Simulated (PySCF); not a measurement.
# Radial density of Br¹⁸⁺ (bromine, charge +18)

B3LYP, [Ne] 3s2 3p5, 2P determinant. All numbers are calculated (PySCF 2.14, the spin-free X2C one-electron Hamiltonian (Gaussian nucleus), in an even-tempered Gaussian basis (19 s from 1.5 bohr⁻², ratio 2.5; 12 p from 2 bohr⁻², ratio 2.5; 5 d from 11 bohr⁻², ratio 2.7; 4 f from 17 bohr⁻², ratio 2.7)).

```csv
r (bohr),4πr²ρ (e/bohr),4πr²(ρα − ρβ)
0.000776,0.3755,0.0000
0.00131,0.9297,0.0000
0.00220,2.253,0.0000
0.00369,5.259,0.0000
0.00621,11.50,0.0005
0.0104,22.49,0.0034
0.0176,36.44,0.0205
0.0296,43.74,0.1027
0.0497,37.68,0.3834
0.0836,40.58,0.8385
0.141,50.13,0.5200
0.237,22.72,0.1783
0.398,18.85,2.4825
0.669,7.697,1.0718
1.13,0.1286,0.0181
1.89,4.904e-05,0.0000
```

Densities and radii are taken from the X2C orbitals without a picture-change correction, which distorts them close to the nucleus.

Spin-orbit coupling, absent here, splits the open shell strongly.
